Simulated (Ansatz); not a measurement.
What each rung costs, and what it gives

Saddle point of Si₂H₅ClO, singlet (SiH₄O ([OH][SiH3]) + SiHCl ([SiH][Cl]) → Si₂H₅ClO ([SiH3][O][SiH2][Cl]); bonds formed: Si1–H3; dative contacts that become bonds: Si1–O4; bonds broken: H3–O4), PBE0-D4/def2-TZVP structure:

Si1  (-0.018, -1.788, 0.583)
Cl2  (1.181, -0.962, 2.068)
H3  (0.184, -1.316, -0.983)
O4  (-0.422, -0.354, -0.516)
Si5  (0.011, 1.270, -0.594)
H6  (-1.306, -2.003, 1.315)
H7  (1.488, 1.388, -0.611)
H8  (-0.560, 1.954, 0.588)
H9  (-0.559, 1.809, -1.851)
(Å)

Barriers are electronic and count from the start structure reached by relaxing down the imaginary mode.

Computed with Ansatz 0.2.0 (basis: as named in each row); correlated methods freeze the cores. B3LYP uses VWN-RPA correlation. Extrapolation: Hartree–Fock as exp(−7.88 √X), correlation as X^−2.97.

Times are rough, for one single point on 4 threads of a shared host (AMD EPYC 9R45).

The estimate by CCSD(T) at an estimated basis limit (MP2 extrapolated from triple and quadruple zeta, plus CCSD(T) − MP2 in triple zeta) is 1.042 eV.

| method | basis | time (s) | barrier (eV) | method less estimate |
| --- | --- | --- | --- | --- |
| HF | STO-3G | under 1 | 2.682 | 1.640 |
| PBE-D4 | STO-3G | under 1 | 1.064 | 0.022 |
| SPW92 | def2-SVP | under 1 | 0.707 | -0.335 |
| PBE-D4 | def2-SVP | under 1 | 0.815 | -0.227 |
| B3LYP-D4 | 6-31G | under 1 | 1.530 | 0.488 |
| PBE0-D4 | def2-SVP | under 1 | 1.025 | -0.017 |
| SPW92 | def2-TZVPP | under 1 | 0.660 | -0.382 |
| PBE-D4 | def2-TZVPP | under 1 | 0.760 | -0.282 |
| BLYP-D4 | def2-TZVPP | under 1 | 0.856 | -0.186 |
| CCSD(T) | def2-SVP | under 1 | 1.200 | 0.158 |
| B3LYP-D4 | def2-TZVPP | under 1 | 0.986 | -0.056 |
| BHLYP-D4 | def2-TZVPP | 1 | 1.201 | 0.159 |
| PBE0-D4 | def2-TZVPP | 1 | 0.939 | -0.103 |
| CAM-B3LYP-D4 | def2-TZVPP | 1 | 1.032 | -0.010 |
| r2SCAN-D4 | def2-TZVPP | 1 | 0.773 | -0.269 |
| wB97M-V | def2-SVP | 1 | 1.161 | 0.119 |
| RPA on PBE | def2-TZVPP | 1 | 1.030 | -0.012 |
| r2SCAN0-D4 | def2-TZVPP | 2 | 0.943 | -0.099 |
| B2PLYP | def2-TZVPP | 2 | 0.968 | -0.074 |
| PBE-QIDH | def2-TZVPP | 2 | 1.009 | -0.033 |
| B97M-V | def2-TZVPP | 2 | 0.940 | -0.102 |
| wB97X-V | def2-TZVPP | 2 | 1.044 | 0.002 |
| wB97M-V | def2-TZVPP | 3 | 1.100 | 0.058 |
| MP2 | def2-QZVPP | 7 | 0.945 | -0.097 |
| CCSD(T) | def2-TZVPP | 21 | 1.052 | 0.010 |

All methods are single points on the PBE0-D4 structures.

The T1 diagnostic stays at or below 0.014. The restricted Hartree–Fock reference is unstable towards an unrestricted one at one or more of these structures.

Losses and insertions of silylenes and their heavier kin drive the gas-phase chemistry of silicon and germanium vapour deposition.

Labels in which every atom is bracketed show which atoms are joined, not bond orders.
